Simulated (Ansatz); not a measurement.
Ansatz (an electronic-structure program) input:

Ansatz 0.2 input:
```yaml
crystal:
  periodic: [false, false, false]
  atoms:
    - {symbol: Ag, position_ang: [-0.99714728, -0.66008819, -0.86005672]}
    - {symbol: I, position_ang: [0.99143341, 0.66149692, 0.80470299]}
basis:
  gaussian:
    orbitals: def2-TZVP
hamiltonian:
  xc: b3lyp
  dispersion: d3bj
magnetization: {spin_polarized: true, initial_magnetization: 2}
relax: {f_tol: 0.002, max_steps: 150}
```

### Question
Predict the final energy.

### Answer
-444.81191 Eh (B3LYP-D3(BJ)/def2-TZVP). The basis has 90 functions.

The spin state was set by rule; other spins were not relaxed.
